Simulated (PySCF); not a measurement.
Ni(OH)2 (H₂NiO₂), SMILES [OH][Ni][OH] (connectivity only; charge and spin as stated), neutral, multiplicity 3.

Geometry optimised at PBE0-D3(BJ)/def2-TZVP. The multiplicity is an assumed one; other spin states were not compared. The values are those of a single conformer.

These are PySCF with TDA-PBE/def2-SVPD values and carry that method's errors.

Vertical excitations. Isolated molecule, no solvent.

Computed excitation energies, oscillator strengths and character:
| state | energy (eV) | λ (nm) | f | main pairs |
|---|---|---|---|---|
| root 1 | 0.38 | 3251 | 0.000 | β HOMO−1→LUMO 98 % |
| root 2 | 0.51 | 2445 | 0.000 | β HOMO−2→LUMO 92 % |
| root 3 | 0.71 | 1748 | 0.000 | β HOMO→LUMO 99 % |
| root 4 | 1.14 | 1092 | 0.000 | β HOMO→LUMO+1 100 % |
| root 5 | 1.53 | 811 | 0.000 | β HOMO−2→LUMO+1 99 % |
| root 6 | 1.54 | 805 | 0.000 | β HOMO−1→LUMO+1 91 % |
| root 7 | 1.84 | 674 | 0.002 | β HOMO−3→LUMO 99 % |
| root 8 | 2.49 | 499 | 0.000 | β HOMO−4→LUMO 86 %, β HOMO−3→LUMO+1 13 % |
| root 9 | 2.70 | 459 | 0.000 | β HOMO−5→LUMO 100 % |
| root 10 | 3.19 | 389 | 0.002 | β HOMO−6→LUMO 86 %, β HOMO−5→LUMO+1 13 % |
Unrestricted roots are not spin-pure.
